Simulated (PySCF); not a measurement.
Compound: C2H11GeNSi.
Atom-mapped SMILES: `[CH3:1][N:2]([CH3:3])[SiH2:4][GeH3:5]` (hydrogens: H6, H7, H8 on C1; H9, H10, H11 on C3; H12, H13 on Si4; H14, H15, H16 on Ge5)

Cartesian coordinates in Å at the PBE0-D3(BJ)/def2-SVP level; atoms count from 1:
```xyz
16
C2H11GeNSi angstrom
C     -1.8424   -1.0747   -0.6434
N     -0.5473   -0.4524   -0.5239
C     -0.3904    0.7258   -1.3376
Si     0.4670   -0.7725    0.8515
Ge     2.7420   -0.2900    0.3275
H     -2.6686   -0.4304   -0.2777
H     -2.0614   -1.3193   -1.6995
H     -1.8767   -2.0154   -0.0735
H     -1.0818    1.5455   -1.0531
H      0.6342    1.1225   -1.2665
H     -0.5789    0.4944   -2.4025
H      0.3213   -2.2239    1.1832
H      0.1155   -0.0096    2.1026
H      3.6603   -0.7897    1.4605
H      3.1646   -0.9871   -0.9805
H      2.9940    1.2223    0.1587
```

Level of theory: core-valence-separated Tamm–Dancoff BHandHLYP/aug-pcX-1 (pcseg-1 on H, def2-SVPD on Si, def2-SVPD on Ge) in PySCF, non-relativistic, gas phase, PBE0-D3(BJ)/def2-SVP geometry. The energies are unshifted.

The lowest roots of each edge with f over 0.003 (five at most, numbered afresh; weaker and dark ones are left out), with transition dipoles (au) in the frame of the coordinates:

```json
{"root": "1", "edge": "C", "E (eV)": "286.18", "f": "0.0140", "μx": "-0.0398", "μy": "-0.0203", "μz": "-0.0004"}
{"root": "2", "edge": "C", "E (eV)": "286.20", "f": "0.0125", "μx": "-0.0098", "μy": "-0.0354", "μz": "0.0207"}
{"root": "3", "edge": "C", "E (eV)": "286.81", "f": "0.0271", "μx": "0.0566", "μy": "0.0189", "μz": "0.0171"}
{"root": "4", "edge": "C", "E (eV)": "286.83", "f": "0.0236", "μx": "0.0011", "μy": "-0.0369", "μz": "0.0447"}
{"root": "5", "edge": "C", "E (eV)": "287.01", "f": "0.0276", "μx": "-0.0007", "μy": "0.0363", "μz": "0.0511"}
{"root": "6", "edge": "N", "E (eV)": "399.71", "f": "0.0115", "μx": "-0.0143", "μy": "-0.0002", "μz": "-0.0310"}
{"root": "7", "edge": "N", "E (eV)": "400.68", "f": "0.0062", "μx": "-0.0033", "μy": "0.0242", "μz": "0.0057"}
{"root": "8", "edge": "N", "E (eV)": "400.99", "f": "0.0072", "μx": "0.0193", "μy": "-0.0096", "μz": "-0.0163"}
{"root": "9", "edge": "N", "E (eV)": "401.33", "f": "0.0057", "μx": "-0.0063", "μy": "-0.0204", "μz": "0.0112"}
{"root": "10", "edge": "N", "E (eV)": "401.38", "f": "0.0140", "μx": "0.0314", "μy": "-0.0007", "μz": "0.0209"}
```

**Question.** Molecules are fixed in this frame and the field points along x. What effective strengths 3 f cos²θ do the roots have (θ between field and μ)?

**Answer.** root 1 (C1/C3): 0.033, root 2 (C1/C3): 0.002, root 3 (C1/C3): 0.068, root 4 (C1/C3): 0.000, root 5 (C1/C3): 0.000, root 6 (N2): 0.006, root 7 (N2): 0.000, root 8 (N2): 0.011, root 9 (N2): 0.001, root 10 (N2): 0.029. Root 3 is the strongest. Averaged over all orientations cos²θ is 1/3, which gives f back.

 Relativistic effects, spin–orbit coupling among them, are left out although an element past zinc is present.

One conformer stands for the species.
